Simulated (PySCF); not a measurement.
## NMR parameters from quadrupole coupling constants

Compound: C6H8OSi.
Cartesian coordinates in Å at the GFN2-xTB level; atoms count from 1:
```xyz
16
C6H8OSi angstrom
C     -2.611   -1.306   -0.226
C     -1.427   -0.726   -0.124
C     -0.028   -1.159    0.006
C      0.422    0.121    0.036
O      1.598    0.720    0.139
Si     3.120    0.140    0.283
C     -0.938    0.688   -0.092
C     -1.477    1.892   -0.152
H     -2.718   -2.377   -0.227
H     -3.512   -0.725   -0.312
H      0.446   -2.120    0.056
H      3.239   -0.665    1.499
H      3.836    1.403    0.339
H      3.457   -0.684   -0.879
H     -0.873    2.783   -0.105
H     -2.541    2.023   -0.250
```

Computed at PBE0/pcSseg-1 (PySCF, non-relativistic):

| atom | environment | nucleus | spin I | Q (b) | CQ = χzz (MHz) | η |
| --- | --- | --- | --- | --- | --- | --- |
| O5 | silyl ether oxygen | 17O | 5/2 | -0.0256 | -9.446 | 0.018 |

Recover the principal values of the field gradient from CQ = 234.96 MHz × Q × Vzz, η = (Vxx − Vyy)/Vzz and a zero trace.

Vxx = −Vzz(1 − η)/2 and Vyy = −Vzz(1 + η)/2, in au:

```tsv
atom	Vxx (au)	Vyy (au)	Vzz (au)	Vzz (10²¹ V/m²)
O5	-0.771	-0.800	1.570	15.26
```

PQ = |CQ|√(1 + η²/3), νQ = 3|CQ|/[2I(2I − 1)], ν0 = |g|·7.62259 MHz/T·B with g(17O) = −0.75752: values at 21.15 T?

```csv
atom,PQ (MHz),νQ (MHz),ν0 (MHz),νQ/ν0
O5,9.447,1.417,122.13,0.012
```

For O5: PQ = 9.446 × 1.0001, νQ = 9.446 × 0.1500, ν0 = 5.7742 MHz/T × 21.15 T.

Second-order quadrupolar shift of the central transition's centre of gravity (half-integer spins, νQ < ν0/10) at 21.15 and 23.5 T.

δ = −(3/40)(PQ/ν0)² [I(I + 1) − 3/4]/[I²(2I − 1)²], in ppm:

```
     site  21.15 T  23.5 T
17O at O5    -35.9   -29.1
```

The couplings are those of the rigid, isolated species; surroundings and motion change them. GFN2-xTB bond lengths can be off by several hundredths of an ångström, more for odd bonds, and the gradients follow them. With so small a basis the couplings can be 20 % off.

One conformer stands for the species.
